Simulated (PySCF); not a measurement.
CHO, SMILES [OH+][C] (connectivity only; charge and spin as stated), charge +1, multiplicity 1.

Geometry optimised at PBE0-D3(BJ)/def2-TZVPD.

Computed with PySCF 2.14.0 with TDDFT-PBE0/def2-TZVPD.

Vertical excitations; the highest root listed may be one member of a degenerate set.  State labels are in the subgroup C2v.

| state | symmetry | energy (eV) | λ (nm) | f | main pairs |
|---|---|---|---|---|---|
| S1 | B2 | 8.27 | 150 | 0.090 | HOMO→LUMO+1 (degenerate set) |
| S2 | B1 | 8.27 | 150 | 0.090 | HOMO→LUMO (degenerate set) |
| S3 | A2 | 10.60 | 117 | 0.000 | HOMO−1→LUMO 50 %, HOMO−2→LUMO+1 50 % |
| S4 | A1 | 10.82 | 115 | 0.061 | HOMO→LUMO+2 97 % |
| S5 | A1 | 10.94 | 113 | 0.000 | HOMO−2→LUMO, HOMO−1→LUMO+1 (degenerate set) |
| S6 | A2 | 10.94 | 113 | 0.000 | HOMO−2→LUMO+1, HOMO−1→LUMO (degenerate set) |
| S7 | A1 | 13.85 | 90 | 0.069 | HOMO→LUMO+3 91 % |
| S8 | B2 | 14.11 | 88 | 0.006 | HOMO−1→LUMO+2 (degenerate set) |
| S9 | B1 | 14.11 | 88 | 0.006 | HOMO−2→LUMO+2 (degenerate set) |
| S10 | B2 | 14.74 | 84 | 0.045 | HOMO→LUMO+5 99 % |
| T1 | B1 | 4.89 | 254 | 0 | HOMO→LUMO (degenerate set) |
| T2 | B2 | 4.89 | 254 | 0 | HOMO→LUMO+1 (degenerate set) |
| T3 | A1 | 9.16 | 135 | 0 | HOMO−2→LUMO 49 %, HOMO−1→LUMO+1 49 % |
| T4 | A1 | 9.71 | 128 | 0 | HOMO−1→LUMO+1 50 %, HOMO−2→LUMO 50 % |
Triplets are in the Tamm–Dancoff approximation, which puts them higher than full response would, so one can lie above its singlet here.
